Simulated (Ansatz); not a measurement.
Geometry optimisation, RKS PBE0-D4/STO-3G (Ansatz).

Input file:

```yaml
crystal:
  periodic: [false, false, false]
  atoms:
    - { symbol: C, position_ang: [0.0739, -1.9155, -0.6355] }
    - { symbol: Si, position_ang: [0.7893, -0.4567, 0.2649] }
    - { symbol: C, position_ang: [1.2297, -0.934, 1.979] }
    - { symbol: Si, position_ang: [-0.63, 1.3116, 0.3635] }
    - { symbol: Si, position_ang: [0.41253, 3.00563, 1.54305] }
    - { symbol: Cl, position_ang: [-1.02066, 1.99163, -1.5999] }
    - { symbol: H, position_ang: [0.7418, -2.7169, -0.6934] }
    - { symbol: H, position_ang: [-0.85, -2.1993, -0.161] }
    - { symbol: H, position_ang: [-0.2272, -1.5775, -1.6325] }
    - { symbol: H, position_ang: [2.0161, -0.0089, -0.4355] }
    - { symbol: H, position_ang: [0.3812, -1.2675, 2.5871] }
    - { symbol: H, position_ang: [2.0054, -1.7486, 2.0009] }
    - { symbol: H, position_ang: [1.6698, -0.0715, 2.5141] }
    - { symbol: H, position_ang: [-1.96708, 0.98993, 0.88054] }
    - { symbol: H, position_ang: [1.71797, 3.35106, 0.92963] }
    - { symbol: H, position_ang: [0.59781, 2.53624, 2.94502] }
    - { symbol: H, position_ang: [-0.4604, 4.23299, 1.6257] }
basis:
  gaussian: { orbitals: STO-3G }
hamiltonian:
  xc: pbe0
  dispersion: d4
relax:
  f_tol: 0.015
  max_steps: 40
```

Command:

```bash
$ ansatz run input.yaml --threads 1 --pin off --max-ram 2048MiB --backend cpu --events-out ev --progress --plain --runs-dir out
```

Question: Where does it end, and by what steps?

Answer: The run converged. Limits of this set-up: minimal basis. After 7 steps the energy has fallen by 0.341 eV; H15 moved furthest, 0.22 Å.

```csv
step,energy less start (eV),largest force component (eV/Å),accepted
0,0.0000,2.543,yes
1,-0.2908,0.590,yes
2,-0.3310,0.120,yes
3,-0.3352,0.072,yes
4,-0.3394,0.051,yes
5,-0.3409,0.036,yes
6,-0.3411,0.025,yes
7,-0.3413,0.008,yes
```

```xyz
17
Properties=species:S:1:pos:R:3
C 0.012 -1.850 -0.660
Si 0.848 -0.468 0.283
C 1.280 -1.027 2.018
Si -0.502 1.340 0.403
Si 0.330 3.108 1.521
Cl -0.960 1.947 -1.576
H 0.683 -2.707 -0.772
H -0.889 -2.197 -0.144
H -0.282 -1.522 -1.661
H 2.069 -0.099 -0.398
H 0.387 -1.314 2.581
H 1.946 -1.895 1.991
H 1.789 -0.237 2.578
H -1.788 0.974 0.962
H 1.586 3.532 0.952
H 0.562 2.722 2.894
H -0.592 4.217 1.504
```

Time of the run: 42 s on 1 thread of Arm Neoverse V2, with other jobs on the host, peak memory 0.16 GiB.
